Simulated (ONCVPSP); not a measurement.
**PBEsol ONCV dataset for C (Z = 6), scalar-relativistic all-electron reference.**

C, optimised norm-conserving Vanderbilt (ONCV), made with ONCVPSP 4.0.1 (PBEsol, scalar-relativistic). Core [He], reference 2s1 2p3. Waves: 2s: rc 1.40 bohr, ncon 5, nbas 9, qcut 4.7 1/bohr, 3 projectors, debl 2.3 Ha; 2p: rc 2.05 bohr, ncon 4, nbas 8, qcut 8.2 1/bohr, 3 projectors, debl 3.2 Ha; d scattering state at 0.1 Ha: rc 2.05 bohr, ncon 5, nbas 9, qcut 5.6 1/bohr, 1 projector. Local part: polynomial inside 0.90 bohr (lpopt 5, dvloc0 6 Ha). Core correction: Teter function, fcfact 5, rcfact 1.5.

All-electron outer shells of the reference configuration (PBEsol, scalar-relativistic, ld1.x):

```json
{"shell": "1s", "level (eV)": "-272.99", "outermost node (bohr)": "–", "outermost maximum (bohr)": "0.18"}
{"shell": "2s", "level (eV)": "-14.11", "outermost node (bohr)": "0.38", "outermost maximum (bohr)": "1.22"}
{"shell": "2p", "level (eV)": "-5.67", "outermost node (bohr)": "–", "outermost maximum (bohr)": "1.20"}
```

Q: Estimate the cutoffs (Ha) at which the residual kinetic energy of the hardest occupied pseudo-wave falls to 1 and 0.1 mHa per electron.

A: 32 Ha and 104 Ha.

Q: What does a ghost test show?

A: No bound ghost flagged; GHOST(+) flags only above 600 eV.

Q: Which valence shell sets the plane-wave cutoff?

A: 2s: 32 Ha for 1 mHa per electron, against 17 Ha for 2p.

Q: Tests: 2s2 2p2; 2s2 2p1; 2s2 2p0; 2s1 2p2. Which has the largest error in its energy relative to the reference configuration, and how large is it?

A: 2s2 2p0, with +316 meV (all-electron minus pseudo) on +26.38 eV.
